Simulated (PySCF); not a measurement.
Ni(OH)2 (H2NiO2), SMILES [OH][Ni][OH] (connectivity only; charge and spin as stated), neutral, multiplicity 3.

Geometry: PBE-D3(BJ)/def2-TZVP. A frequency run showed that this geometry is not a minimum. The multiplicity is an assumed one; other spin states were not compared. Other conformers were not sampled.

The numbers are results of PBE-D3(BJ)/def2-TZVP in PySCF 2.14.0, not measurements.

Frequencies are harmonic and unscaled.

```tsv
mode	ν (cm⁻¹)	IR (km/mol)	moving atoms (share of kinetic energy)
1	887i	1637.4	H 78 %, O 20 %
2	144	12.6	H 38 %, O 33 %, Ni 29 %
3	201	1.8	O 51 %, Ni 33 %, H 16 %
4	462	0.0	H 90 %, O 10 %
5	606	0.6	O 95 %
6	739	62.8	O 50 %, Ni 35 %, H 15 %
7	798	34.8	H 83 %, O 14 %
8	3668	3.5	H 94 %
9	3694	10.8	H 94 %
```
